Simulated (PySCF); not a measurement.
C₆ coefficients of unlike pairs at PBE

Calculated with PySCF 2.14 from the dipole response of each species, C₆(A,B) = (3/π) ∫ α_A(iu) α_B(iu) du, in atomic units, from isotropic polarisabilities. For ions this is the dispersion term alone; charge-induced terms of lower order in 1/R come first.

| species | configuration | basis | relativity | α (bohr³) | C₆ (like pair) |
| --- | --- | --- | --- | --- | --- |
| O⁺ | [He] 2s2 2p3 (4S) | aug-cc-pVTZ-DK (5s4p3d2f) | spin-free X2C | 2.687 | 5.337 |
| Ta³⁺ | [Xe] 4f14 5d2 (3F) | def2-TZVPPD with the def2 core potential (60 electrons) (6s5p3d2f1g) | core potential | 7.326 | 33.62 |
| Nb⁺ | [Kr] 4d4 (5D) | def2-TZVPPD with the def2 core potential (28 electrons) (6s4p3d2f1g) | core potential | 24.85 | 146.4 |
| Se | [Ar] 3d10 4s2 4p4 (3P) | dyall-av2z (16s12p8d) | none | 25.77 | 218.3 |

(1) Estimate C₆ for Ta³⁺ with O⁺.

No spin-orbit coupling is included.

The other pairs:

```
     pair     C₆
  Nb⁺, O⁺  26.27
 Se, Ta³⁺  80.33
Nb⁺, Ta³⁺  66.92
   Se, O⁺  31.49
  Se, Nb⁺  176.4
```

Results:

(1) The integral gives 13.38. The combination rule 2 C_A C_B / (C_A α_B/α_A + C_B α_A/α_B) gives 13.35 and the geometric mean 13.40.
